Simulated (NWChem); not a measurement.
Species: PbH₂, singlet; SMILES [PbH2]

All runs: NWChem. Low-valent species are run as closed-shell singlets; no triplet was tried in these runs. The geometry was optimised at PBE0/def2-SVP. def2 effective core potentials on Pb; no spin-orbit coupling. Ions are spin-unrestricted doublets at the neutral geometry; other ion states weren't tried. Functional: LC-ωPBE (HJS hole) with def2-SVP; rows give the range parameter ω in 1/bohr.

Problem. At which range parameter does −ε(HOMO) equal the ΔSCF ionisation energy (optimal tuning)?

Solution. about 0.43 per bohr, by linear interpolation in these runs:
```
range parameter (1/bohr)  vertical ionisation energy, ΔSCF (eV)  −ε(HOMO) (eV)  ΔSCF minus −ε(HOMO) (eV)
------------------------  -------------------------------------  -------------  ------------------------
0.15                                                       8.93           7.66                      1.27
0.20                                                       8.94           8.09                      0.85
0.25                                                       8.97           8.44                      0.53
0.30                                                       8.99           8.71                      0.28
0.60                                                       9.12           9.48                     -0.36
```
